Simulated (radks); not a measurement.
Kinetic energies: the exact non-interacting value of the Kohn-Sham orbitals and orbital-free approximations, as 100 (|E| - |E exact|)/|E exact|, negative where the magnitude is too small. Species: Ag [Kr] 4d10 5s1; Hg [Hg]. Calculated with a radial shooting solver on a logarithmic mesh with Libxc functionals: non-relativistic Kohn-Sham, r2SCAN, spin-polarised, spherical densities, point nucleus; meta-GGA in the generalised Kohn-Sham scheme. Every spin shell is full or empty, so the densities are truly spherical. Functionals are evaluated on that one density, not self-consistently.

functional	Ag	Hg
exact (hartree)	5197.89	18408.9
Thomas-Fermi	-5.38	-4.61
von Weizsacker	-57.57	-64.58
TF + vW	+37.05	+30.80
TF + vW/9	-0.66	-0.68
TF + vW/5	+3.11	+2.47
LC94	+0.09	+0.02
APBEK	+0.15	+0.05
revAPBEK	+0.33	+0.19
Perdew 92	-0.65	-0.67
Pearson	-0.92	-0.83
LKT	+19.68	+15.92
PG1	+15.48	+12.41
DePristo-Kress	-0.07	-0.19
Ernzerhof	-0.37	-0.47
